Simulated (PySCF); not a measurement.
Species: CH2F4SeSi.
Bonds: F1–C2, C2–Se3, Se3–Si4, Si4–F5, Si4–F6, Si4–F7. Hydrogens: H8, H9 on C2.

The calculation used PBE0-D3(BJ)/def2-SVP geometry optimisation, gas phase (PySCF).

What internal coordinates does the optimisation give?

```
                  bond  length (bohr)   order
                 F1–C2          2.552  single
                C2–Se3          3.723  single
               Se3–Si4          4.221  single
Si4–F5, Si4–F6, Si4–F7          3.026  single
          C2–H8, C2–H9          2.078  single
```

Bonds in one row agree within 0.02 bohr and their mean is given. Orders are formal, as drawn. A selection of angles:
```
     angle  degrees
 F1–C2–Se3    112.1
  F1–C2–H8    110.5
 Se3–C2–H8    104.6
 Se3–C2–H9    108.5
  H8–C2–H9    111.0
C2–Se3–Si4     94.3
Se3–Si4–F5    109.5
Se3–Si4–F7    114.6
 F5–Si4–F6    108.7
 F5–Si4–F7    107.1
 F6–Si4–F7    106.4
```

Dihedral angles: F1–C2–Se3–Si4 -69° (synclinal); C2–Se3–Si4–F5 -29° (synperiplanar). The mirror-image conformer, all signs reversed, is as good.

Se3 (selenium bonded to C and Si) is bent (angle 94.3°). Of the pairs four or more bonds apart, F5···H9 is among the closest relative to their van der Waals radii: 2.53 Å, 95 % of the sum of Bondi's values. Si4 (fluorine-bound silicon) is distorted tetrahedral (angles from 106.4° to 114.6°).

Point group: C1 (no symmetry element, even within 0.4 Å). No PBE0-D3(BJ)/def2-SVP frequencies stand behind this structure, so it isn't proved a minimum. The numbers are those of one conformer.
